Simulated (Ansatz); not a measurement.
Basis-set extrapolation for `[SiH3][SiH2]SS` (PBE0-D4/def2-TZVP geometry, frozen core, Ansatz 0.2.0). Multiplicity 1, RHF reference.

```json
{"": "HF", "def2-TZVPP": "-1376.485866", "def2-QZVPP": "-1376.526502"}
{"": "MP2 correlation", "def2-TZVPP": "-0.604582", "def2-QZVPP": "-0.656010"}
{"": "CCSD(T) correlation", "def2-TZVPP": "-0.706960", "def2-QZVPP": "not run"}
```

Energies in hartree. Use E(X) = E(∞) + A·exp(−7.88·√X) for Hartree–Fock and E(X) = E(∞) + B·X^(−2.97) for correlation, with X = 3 and 4, and add CCSD(T) minus MP2 of the smaller set to the MP2 limit.

Problem. What is the CCSD(T) energy at the basis-set limit?

Solution. HF limit: -1376.526502 + (-0.040636) × 0.13774 = -1376.53210. MP2 limit: -0.656010 + (-0.051428) × 0.74074 = -0.69410. Higher-order term: -0.706960 − (-0.604582) = -0.10238. Total: -1377.32858 hartree, 356.4 kJ/mol below CCSD(T)/def2-TZVPP.
